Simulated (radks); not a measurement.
Values are calculated unless marked as measured or tabulated.
Coulomb parameter of the 4f shell of the dysprosium ion Dy3+ in the model configuration [Xe] 4f8 6s1, as a second difference U = [E(n + 0.25) + E(n - 0.25) - 2 E(n)] / (0.25)^2 with all orbitals relaxed. "Bare": the charge of the atom changes with n. "Screened": the 6s shell takes up the change at fixed total charge, which measures U(4f,4f) + U(6s,6s) - 2 U(4f,6s). Code: a radial shooting solver on a logarithmic mesh with Libxc functionals. Model: scalar-relativistic Kohn-Sham, PBE, spin-unpolarised, spherical densities, finite nucleus; Fermi nuclear charge, rms radius 5.2218 fm.

case                 configuration  E - E(n) (eV)
start                 [Xe] 4f8 6s1          0.000
bare +0.25         [Xe] 4f8.25 6s1        -10.677
bare -0.25         [Xe] 4f7.75 6s1         11.963
screened +0.25  [Xe] 4f8.25 6s0.75         -4.660
screened -0.25  [Xe] 4f7.75 6s1.25          5.212

U(bare) = 20.576 eV, U(screened by 6s) = 8.820 eV, against the Slater integral F0(4f,4f) = 32.947 eV with frozen orbitals.
